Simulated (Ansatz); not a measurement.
Two shapes of singlet H3(+).

Shape 1:

```xyz
3

H     0.4889   -0.0161    0.0336
H    -0.2174    0.4288    0.0058
H    -0.2279   -0.4709    0.0324
```

Shape 2:

```xyz
3

H     0.5640    0.0000    0.0000
H    -0.2820    0.4884    0.0000
H    -0.2820   -0.4884    0.0000
```

Basis set: def2-TZVP (spherical functions). All electrons are correlated. Charge 1, multiplicity 1.

Computed with Ansatz (development build ahead of 0.2.0); each method stands on the lowest determinant of its kind that the runs found.

Q: Which shape is lower in energy, and by how much in each method?

A:

| method | E(2) − E(1) (eV) |
| --- | --- |
| RHF | 0.199 |
| RHF-MP2 | 0.179 |

Shape 1 is lower. Caution: stretched shape with no unrestricted run beside it, a lower state can exist. Caution for RHF-MP2: bonds are stretched, where a single reference can fail.
